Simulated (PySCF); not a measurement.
## MK for M along the second period

PBE with double-zeta basis sets in PySCF, for the lowest determinant that a PBE0 search found; no spin–orbit coupling. De refers to high-spin ground-configuration atoms. A positive dipole means M(−)K(+).

| M | basis | state (unpaired electrons) | Re (Å) | ωe (cm⁻¹) | De (eV) | μ (D) |
| --- | --- | --- | --- | --- | --- | --- |
| Li | x2c-SVPall | singlet (closed shell) | 3.415 | 198 | 0.71 | 2.52 |
| Be | def2-SVP | doublet (σ ↑) | 3.395 | 172 | 0.38 | 3.55 |
| B | x2c-SVPall | triplet (σ ↑, π ↑) | 2.889 | 255 | 1.05 | 6.37 |
| C | def2-SVP | quartet (σ ↑, π ↑↑) | 2.567 | 349 | 2.18 | 7.77 |
| N | def2-SVP | triplet (π ↑↑) | 2.615 | 267 | 1.12 | 4.68 |
| F | x2c-SVPall | singlet (closed shell) | 2.148 | 476 | 4.74 | 7.20 |

The shortest bond is that of KF (2.148 Å), the longest that of KLi (3.415 Å). KF is bound most strongly (4.74 eV) and KBe least (0.38 eV).

The rows differ in basis set, which adds steps of its own.

The state changes along the series, so neighbouring rows are not always alike in their bonding.

Closed-shell solutions of metal pairs were not tested for spin polarisation, which can lower them a little. Weak bonds: KBe. Basis-set superposition, not corrected here, can be much of De in a small basis, most of all at correlated wavefunction levels. Functionals without a dispersion term scatter widely for such bonds, and LDA overbinds them. States were picked by a PBE0 search and need not be the measured ground states.
